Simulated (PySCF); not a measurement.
A calculated (UHF, PySCF 2.14, def2-TZVP, no relativity, point nucleus) atom or ion has these occupied shells.

```csv
shell,electrons,orbital energy (eV),"rms radius, mean of both spins (bohr)"
1s α,1,-636.08,0.229
1s β,1,-634.38,0.229
2s α,1,-91.056,1.07
2s β,1,-85.602,1.07
2p α,1,-78.067,1.01
```

**Question.** Name the element and its charge.

**Answer.** O³⁺ (oxygen, charge +3), in [He] 2s2 2p1, 2P determinant.
